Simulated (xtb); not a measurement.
xtb input for Be(OH)2 (BeH2O2), SMILES [OH][Be][OH], GFN2-xTB. 

```
$ xtb mol.xyz --gfn 2 --ohess tight --chrg 0 --uhf 0 --json
$ cat mol.xyz
5

Be     0.04760000    -0.04750000     0.00420000
O      0.92350000     0.21640000    -0.98000000
H      1.71480000     0.40320000    -1.52490000
O     -0.92820000    -0.22310000     0.98080000
H     -1.73600000    -0.29350000     1.46100000
```

Output:

```
[banner left out]
          |                Calculation Setup                |
           -------------------------------------------------



           -------------------------------------------------
          |                 G F N 2 - x T B                 |
           -------------------------------------------------

        Reference                      10.1021/acs.jctc.8b01176
      * Hamiltonian:
        H0-scaling (s, p, d)           1.850000    2.230000    2.230000
        zeta-weighting                 0.500000
      * Dispersion:
        s8                             2.700000
        a1                             0.520000
        a2                             5.000000
        s9                             5.000000
      * Repulsion:
        kExp                           1.500000    1.000000
        rExp                           1.000000
      * Coulomb:
        alpha                          2.000000
        third order                    shell-resolved
        anisotropic                    true
        a3                             3.000000
        a5                             4.000000
        cn-shift                       1.200000
        cn-exp                         4.000000
        max-rad                        5.000000


          ...................................................
          :                      SETUP                      :
          :.................................................:
          :  # basis functions                  14          :
          :  # atomic orbitals                  14          :
          :  # shells                            8          :
          :  # electrons                        16          :
          :  max. iterations                   250          :
          :  Hamiltonian                  GFN2-xTB          :
          :  restarted?                      false          :
          :  GBSA solvation                  false          :
          :  PC potential                    false          :
          :  electronic temp.          300.0000000     K    :
          :  accuracy                    1.0000000          :
          :  -> integral cutoff          0.2500000E+02      :
          :  -> integral neglect         0.1000000E-07      :
          :  -> SCF convergence          0.1000000E-05 Eh   :
          :  -> wf. convergence          0.1000000E-03 e    :
          :  Broyden damping             0.4000000          :
          :  net charge                          0          :
          :  unpaired electrons                  0          :
          ...................................................

 iter      E             dE          RMSdq      gap      omega  full diag
   1      1.1004849  0.110048E+01  0.275E+01    2.94       0.0  T
   2     -7.7108219 -0.881131E+01  0.205E+01   15.45       1.0  T
   3     -8.5444520 -0.833630E+00  0.112E+01   15.00       1.0  T
   4     -9.9917011 -0.144725E+01  0.842E+00    8.76       1.0  T
   5     -9.7965954  0.195106E+00  0.611E+00   11.28       1.0  T
   6     -8.6027922  0.119380E+01  0.936E+00    5.76       1.0  T
   7     -8.8438793 -0.241087E+00  0.806E+00    5.97       1.0  T
   8     -9.9526910 -0.110881E+01  0.273E+00    8.35       1.0  T
   9     -9.9954479 -0.427568E-01  0.188E+00    8.91       1.0  T
  10     -9.9937842  0.166365E-02  0.107E+00    8.89       1.0  T
  11     -9.9925222  0.126199E-02  0.736E-01    8.88       1.0  T
  12    -10.0005431 -0.802091E-02  0.239E-01    9.15       1.0  T
  13    -10.0011547 -0.611593E-03  0.613E-02    9.27       1.0  T
  14    -10.0011576 -0.286104E-05  0.420E-02    9.26       1.1  T
  15    -10.0011833 -0.257322E-04  0.100E-02    9.25       4.5  T
  16    -10.0011838 -0.472938E-06  0.341E-03    9.24      13.1  T
  17    -10.0011838 -0.364183E-07  0.982E-04    9.24      45.6  T
  18    -10.0011838 -0.450378E-10  0.456E-04    9.24      98.0  T

   *** convergence criteria satisfied after 18 iterations ***

         #    Occupation            Energy/Eh            Energy/eV
      -------------------------------------------------------------
         1        2.0000           -0.6525959             -17.7580
         2        2.0000           -0.6463870             -17.5891
         3        2.0000           -0.5457753             -14.8513
         4        2.0000           -0.5289328             -14.3930
         5        2.0000           -0.4540024             -12.3540
         6        2.0000           -0.4525932             -12.3157
         7        2.0000           -0.4208862             -11.4529
         8        2.0000           -0.4190952             -11.4042 (HOMO)
         9                         -0.0793768              -2.1600 (LUMO)
        10                         -0.0618826              -1.6839
        11                         -0.0497111              -1.3527
        12                          0.1323998               3.6028
        13                          0.3184199               8.6646
[...]
     3   1 H        0.807     0.300     0.721     1.334
     4   8 O        1.538    -0.643    26.296     6.918
     5   1 H        0.807     0.300     0.721     1.334

 Mol. C6AA /au·bohr⁶  :        237.397140
 Mol. C8AA /au·bohr⁸  :       5712.068060
 Mol. α(0) /au        :         27.028125


Wiberg/Mayer (AO) data.
largest (>0.10) Wiberg bond orders for each atom

 ---------------------------------------------------------------------------
     #   Z sym  total        # sym  WBO       # sym  WBO       # sym  WBO
Refinement of some symmetry elements was terminated before convergence was reached.
Some symmetry elements may remain unidentified.
Molecule has the following symmetry elements: (Cinf) 2*(sigma)
WARNING: These symmetry elements match no point group I know of. Sorry.
Trying fallback mode to highest recognized Axis...
 ---------------------------------------------------------------------------
     1   4 Be   2.195 --     4 O    1.078     2 O    1.078
     2   8 O    2.027 --     1 Be   1.078     3 H    0.888
     3   1 H    0.910 --     2 O    0.888
     4   8 O    2.027 --     1 Be   1.078     5 H    0.888
     5   1 H    0.910 --     4 O    0.888
 ---------------------------------------------------------------------------

Topologies differ in total number of bonds
Writing topology from bond orders to xtbtopo.mol

molecular dipole:
                 x           y           z       tot (Debye)
 q only:       -0.007       0.054       0.006
   full:       -0.007       0.054       0.007       0.141
molecular quadrupole (traceless):
                xx          xy          yy          xz          yz          zz
 q only:        0.789       0.493      -1.255      -1.997      -0.456       0.466
  q+dip:        1.466       0.888      -2.309      -3.661      -0.818       0.843
   full:        1.457       0.888      -2.298      -3.652      -0.819       0.842

           -------------------------------------------------
          |                Geometry Summary                 |
           -------------------------------------------------

      molecular mass/u    :       43.0268744
   center of mass at/Å    :        0.0072238      -0.0096613      -0.0136241
  moments of inertia/u·Å² :        0.7993573E-02   0.7222744E+02   0.7223537E+02
rotational constants/cm⁻¹ :        0.2108898E+04   0.2333965E+00   0.2333709E+00

 * 4 selected distances

     #   Z          #   Z                                           value/Å
     1   4 Be       2   8 O                                       1.3848664 (max)
     2   8 O        3   1 H                                       0.9393819
     1   4 Be       4   8 O                                       1.3846542
     4   8 O        5   1 H                                       0.9393338 (min)

 * 2 distinct bonds (by element types)

   Z      Z             #   av. dist./Å        max./Å        min./Å
   1 H    8 O           2     0.9393578     0.9393819     0.9393338
   4 Be   8 O           2     1.3847603     1.3848664     1.3846542

           -------------------------------------------------
          |               Frequency Printout                |
           -------------------------------------------------
 projected vibrational frequencies (cm⁻¹)
eigval :       -0.00    -0.00    -0.00    -0.00     0.00     0.00
eigval :      258.34   276.05   294.38   296.03   375.14   745.50
eigval :     1552.69  3898.81  3902.79
 reduced masses (amu)
   1:  9.75   2:  8.62   3: 13.89   4: 13.80   5: 13.78   6: 11.20   7:  9.87   8:  9.99
   9:  3.27  10:  3.41  11:  2.33  12: 15.05  13: 10.24  14:  1.95  15:  1.95
 IR intensities (km·mol⁻¹)
   1: 30.37   2: 38.23   3:  2.01   4:  0.02   5:  0.00   6: 33.78   7: 77.97   8:235.63
   9:  3.66  10: 15.88  11:277.39  12:  0.23  13:538.61  14: 76.85  15:  0.73
 Raman intensities (Ä⁴*amu⁻¹)
   1:  0.00   2:  0.00   3:  0.00   4:  0.00   5:  0.00   6:  0.00   7:  0.00   8:  0.00
   9:  0.00  10:  0.00  11:  0.00  12:  0.00  13:  0.00  14:  0.00  15:  0.00
 output can be read by thermo (or use thermo option).
 writing <g98.out> molden fake output.
 recommended (thermochemical) frequency scaling factor: 1.0
           -------------------------------------------------
          |             Thermodynamic Functions             |
           -------------------------------------------------

c1  symmetry found (for desy threshold:  0.10E+00) used in thermo

          ...................................................
          :                      SETUP                      :
          :.................................................:
          :  # frequencies                           9      :
          :  # imaginary freq.                       0      :
          :  linear?                             false      :
          :  only rotor calc.                    false      :
          :  symmetry                               c1      :
          :  rotational number                       1      :
Note: The following floating-point exceptions are signalling: IEEE_UNDERFLOW_FLAG IEEE_DENORMAL
normal termination of xtb
          :  scaling factor                  1.0000000      :
          :  rotor cutoff                   50.0000000 cm⁻¹ :
          :  imag. cutoff                  -20.0000000 cm⁻¹ :
          :.................................................:

    mode    ω/cm⁻¹     T·S(HO)/kcal·mol⁻¹    T·S(FR)/kcal·mol⁻¹   T·S(vib)
   ------------------------------------------------------------------------
       1    258.34    -0.49880 ( 99.86%)    -0.56965 (  0.14%)    -0.49890
       2    276.05    -0.46452 ( 99.89%)    -0.55002 (  0.11%)    -0.46461
       3    294.38    -0.43192 ( 99.92%)    -0.53101 (  0.08%)    -0.43200
       4    296.03    -0.42911 ( 99.92%)    -0.52935 (  0.08%)    -0.42920
   ------------------------------------------------------------------------

   temp. (K)  partition function   enthalpy   heat capacity  entropy
                                   cal/mol     cal/K/mol   cal/K/mol   J/K/mol
 298.15  VIB   4.07                 1388.181      9.159      7.445
         ROT   493.                  888.752      2.981     15.304
         INT  0.201E+04             2276.934     12.140     22.749
         TR   0.273E+27             1481.254      4.968     37.187
         TOT                        3758.1875    17.1078    59.9366   250.7748

       T/K    H(0)-H(T)+PV         H(T)/Eh          T*S/Eh         G(T)/Eh
   ------------------------------------------------------------------------
    298.15    0.598905E-02    0.324152E-01    0.284778E-01    0.393737E-02
   ------------------------------------------------------------------------

         :::::::::::::::::::::::::::::::::::::::::::::::::::::
         ::                  THERMODYNAMIC                  ::
         :::::::::::::::::::::::::::::::::::::::::::::::::::::
         :: total free energy          -9.915628056395 Eh   ::
         ::.................................................::
         :: total energy               -9.919565430215 Eh   ::
         :: zero point energy           0.026426142110 Eh   ::
         :: G(RRHO) w/o ZPVE           -0.022488768290 Eh   ::
         :: G(RRHO) contrib.            0.003937373820 Eh   ::
         :::::::::::::::::::::::::::::::::::::::::::::::::::::

optimized geometry written to: xtbopt.xyz


           -------------------------------------------------
          | TOTAL ENERGY               -9.919565430215 Eh   |
          | TOTAL ENTHALPY             -9.887150235145 Eh   |
          | TOTAL FREE ENERGY          -9.915628056395 Eh   |
          | GRADIENT NORM               0.001034230449 Eh/α |
          | HOMO-LUMO GAP               9.390061540476 eV   |
           -------------------------------------------------

------------------------------------------------------------------------
------------------------------------------------------------------------
 total:
 SCF:
 ANC optimizer:
 analytical hessian:
```

The run converged.
